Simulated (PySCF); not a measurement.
**Basis-set dependence of population analyses: `FBP[SiH3]`**

Compound: BFH5PSi.
Structure used (PBE0-D3(BJ)/def2-SVP), in Å, numbered top down from 1:
```xyz
9
BFH5PSi angstrom
F      2.1043    0.9444    0.6151
B      1.8062   -0.2342    0.0869
P      0.3761   -0.3727   -1.1633
Si    -1.2616    0.6419    0.0126
H      2.5184   -1.1732    0.3616
H      0.0378   -1.7339   -0.9242
H     -1.3943    0.1304    1.4104
H     -2.5520    0.4293   -0.7057
H     -0.9295    2.0947    0.0451
```

PBE0 throughout (PySCF), one geometry, spherical d and f functions. Geometry: PBE0-D3(BJ)/def2-SVP, one conformer, isolated molecule. Atoms taken as equivalent share a column and are averaged.

Mulliken charges (e):

```tsv
basis	functions	F1	B2	P3	Si4	H5	H6	H7/H8/H9
STO-3G	33	-0.094	+0.079	+0.094	+0.384	-0.061	-0.069	-0.111
6-31G	54	-0.295	+0.294	-0.177	+0.404	-0.018	+0.012	-0.073
pcSseg-0	54	-0.300	+0.417	-0.485	+0.237	+0.029	+0.126	-0.008
6-31G*	74	-0.242	+0.300	-0.237	+0.264	-0.014	+0.048	-0.040
def2-SVP	89	-0.101	+0.208	-0.221	+0.243	-0.043	+0.036	-0.040
cc-pVDZ	89	-0.094	+0.194	-0.171	+0.143	-0.058	+0.044	-0.020
pcSseg-1	107	-0.280	+0.384	-0.332	+0.318	-0.023	+0.080	-0.049
aug-cc-pVDZ	145	-0.343	+0.020	-0.766	-0.673	+0.558	+0.407	+0.266
6-311+G(2d,p)	154	-0.249	+0.161	-0.080	+0.192	+0.018	+0.070	-0.037
def2-TZVP	166	-0.210	+0.233	-0.188	+0.085	+0.005	+0.083	-0.002
cc-pVTZ	198	-0.172	+0.186	-0.125	+0.108	-0.012	+0.044	-0.010
IGLO-III	208	-0.338	+0.415	-0.158	+0.608	-0.071	-0.038	-0.139
```

IAO charges (e):

```tsv
basis	functions	F1	B2	P3	Si4	H5	H6	H7/H8/H9
STO-3G	33	-0.134	+0.047	+0.041	+0.457	-0.016	-0.035	-0.120
6-31G	54	-0.279	+0.183	-0.058	+0.282	+0.012	+0.029	-0.056
pcSseg-0	54	-0.260	+0.178	-0.086	+0.251	+0.010	+0.045	-0.046
6-31G*	74	-0.288	+0.220	-0.055	+0.405	-0.004	+0.005	-0.094
def2-SVP	89	-0.285	+0.210	-0.055	+0.417	-0.004	+0.009	-0.098
cc-pVDZ	89	-0.286	+0.209	-0.058	+0.403	0.000	+0.012	-0.093
pcSseg-1	107	-0.295	+0.210	-0.052	+0.416	0.000	+0.009	-0.096
aug-cc-pVDZ	145	-0.298	+0.214	-0.060	+0.405	+0.002	+0.014	-0.093
6-311+G(2d,p)	154	-0.301	+0.214	-0.052	+0.431	+0.001	+0.008	-0.101
def2-TZVP	166	-0.302	+0.219	-0.054	+0.438	0.000	+0.007	-0.103
cc-pVTZ	198	-0.300	+0.220	-0.060	+0.426	0.000	+0.011	-0.099
IGLO-III	208	-0.302	+0.216	-0.051	+0.435	+0.001	+0.008	-0.102
```

Hirshfeld charges (e):

| basis | functions | F1 | B2 | P3 | Si4 | H5 | H6 | H7/H8/H9 |
| --- | --- | --- | --- | --- | --- | --- | --- | --- |
| STO-3G | 33 | -0.035 | +0.090 | +0.017 | +0.291 | -0.087 | -0.036 | -0.080 |
| 6-31G | 54 | -0.114 | +0.154 | -0.058 | +0.241 | -0.052 | +0.005 | -0.059 |
| pcSseg-0 | 54 | -0.115 | +0.148 | -0.042 | +0.260 | -0.061 | +0.001 | -0.063 |
| 6-31G* | 74 | -0.106 | +0.164 | -0.062 | +0.244 | -0.054 | +0.005 | -0.064 |
| def2-SVP | 89 | -0.113 | +0.155 | -0.031 | +0.263 | -0.060 | -0.001 | -0.071 |
| cc-pVDZ | 89 | -0.105 | +0.151 | -0.038 | +0.257 | -0.059 | +0.001 | -0.069 |
| pcSseg-1 | 107 | -0.124 | +0.169 | -0.043 | +0.263 | -0.058 | +0.001 | -0.069 |
| aug-cc-pVDZ | 145 | -0.127 | +0.162 | -0.037 | +0.258 | -0.054 | 0.000 | -0.068 |
| 6-311+G(2d,p) | 154 | -0.134 | +0.168 | -0.036 | +0.261 | -0.054 | 0.000 | -0.068 |
| def2-TZVP | 166 | -0.129 | +0.167 | -0.037 | +0.256 | -0.055 | +0.002 | -0.068 |
| cc-pVTZ | 198 | -0.124 | +0.165 | -0.038 | +0.255 | -0.056 | 0.000 | -0.068 |
| IGLO-III | 208 | -0.135 | +0.166 | -0.025 | +0.253 | -0.056 | 0.000 | -0.068 |

ESP-fitted charges (e):

| basis | functions | F1 | B2 | P3 | Si4 | H5 | H6 | H7/H8/H9 |
| --- | --- | --- | --- | --- | --- | --- | --- | --- |
| STO-3G | 33 | -0.109 | +0.360 | -0.265 | +0.341 | -0.158 | +0.063 | -0.077 |
| 6-31G | 54 | -0.274 | +0.580 | -0.466 | +0.331 | -0.147 | +0.146 | -0.057 |
| pcSseg-0 | 54 | -0.276 | +0.628 | -0.531 | +0.360 | -0.163 | +0.167 | -0.061 |
| 6-31G* | 74 | -0.195 | +0.461 | -0.366 | +0.244 | -0.133 | +0.122 | -0.044 |
| def2-SVP | 89 | -0.208 | +0.446 | -0.326 | +0.251 | -0.125 | +0.107 | -0.049 |
| cc-pVDZ | 89 | -0.197 | +0.419 | -0.298 | +0.205 | -0.119 | +0.103 | -0.037 |
| pcSseg-1 | 107 | -0.236 | +0.504 | -0.382 | +0.326 | -0.138 | +0.120 | -0.065 |
| aug-cc-pVDZ | 145 | -0.212 | +0.417 | -0.277 | +0.220 | -0.115 | +0.093 | -0.042 |
| 6-311+G(2d,p) | 154 | -0.220 | +0.420 | -0.275 | +0.233 | -0.115 | +0.093 | -0.046 |
| def2-TZVP | 166 | -0.215 | +0.423 | -0.274 | +0.229 | -0.117 | +0.091 | -0.046 |
| cc-pVTZ | 198 | -0.211 | +0.422 | -0.277 | +0.231 | -0.118 | +0.090 | -0.046 |
| IGLO-III | 208 | -0.215 | +0.415 | -0.263 | +0.210 | -0.114 | +0.088 | -0.040 |

Some averages cover members that differ in this geometry, most widely: H7/H8/H9, Mulliken in aug-cc-pVDZ +0.238 to +0.293; H7/H8/H9, ESP-fitted in 6-31G -0.086 to -0.040; H7/H8/H9, ESP-fitted in pcSseg-0 -0.087 to -0.044; H7/H8/H9, ESP-fitted in pcSseg-1 -0.090 to -0.048 e.

Task: Which scheme is steadiest as the basis changes?

Result: Largest range over the bases for any column: Hirshfeld 0.10 e, IAO 0.21 e, ESP-fitted 0.27 e, Mulliken 1.28 e. Hirshfeld charges move least and Mulliken charges most, counted in e. Without the minimal STO-3G basis the ranges are Hirshfeld 0.04, IAO 0.19, ESP-fitted 0.27, Mulliken 1.28 e.

Task: How much do the charges still move between the two largest bases, cc-pVTZ and IGLO-III?

Result: At most, over all atoms: Mulliken 0.500 e, IAO 0.010 e, Hirshfeld 0.013 e, ESP-fitted 0.020 e.

Task: What do the same runs give for the total energy, the frontier levels and the dipole moment?

Result: 
```json
{"basis": "STO-3G", "energy (Eh)": "-749.2696", "HOMO (eV)": "-4.07", "LUMO (eV)": "2.81", "μ (D)": "0.75"}
{"basis": "6-31G", "energy (Eh)": "-758.0727", "HOMO (eV)": "-7.39", "LUMO (eV)": "-1.13", "μ (D)": "1.59"}
{"basis": "pcSseg-0", "energy (Eh)": "-757.1567", "HOMO (eV)": "-7.61", "LUMO (eV)": "-1.35", "μ (D)": "1.71"}
{"basis": "6-31G*", "energy (Eh)": "-758.1599", "HOMO (eV)": "-7.40", "LUMO (eV)": "-0.94", "μ (D)": "1.10"}
{"basis": "def2-SVP", "energy (Eh)": "-757.9100", "HOMO (eV)": "-7.51", "LUMO (eV)": "-1.16", "μ (D)": "1.09"}
{"basis": "cc-pVDZ", "energy (Eh)": "-758.2062", "HOMO (eV)": "-7.46", "LUMO (eV)": "-1.12", "μ (D)": "1.02"}
{"basis": "pcSseg-1", "energy (Eh)": "-758.1691", "HOMO (eV)": "-7.59", "LUMO (eV)": "-1.29", "μ (D)": "1.25"}
{"basis": "aug-cc-pVDZ", "energy (Eh)": "-758.2172", "HOMO (eV)": "-7.55", "LUMO (eV)": "-1.36", "μ (D)": "1.09"}
{"basis": "6-311+G(2d,p)", "energy (Eh)": "-758.2654", "HOMO (eV)": "-7.58", "LUMO (eV)": "-1.38", "μ (D)": "1.14"}
{"basis": "def2-TZVP", "energy (Eh)": "-758.2791", "HOMO (eV)": "-7.56", "LUMO (eV)": "-1.31", "μ (D)": "1.07"}
{"basis": "cc-pVTZ", "energy (Eh)": "-758.2791", "HOMO (eV)": "-7.55", "LUMO (eV)": "-1.27", "μ (D)": "1.03"}
{"basis": "IGLO-III", "energy (Eh)": "-758.2808", "HOMO (eV)": "-7.56", "LUMO (eV)": "-1.31", "μ (D)": "1.08"}
```

The dipole is fixed by the density alone, so its range of 0.96 D shows that the density itself changes with the basis, not only its division among atoms.
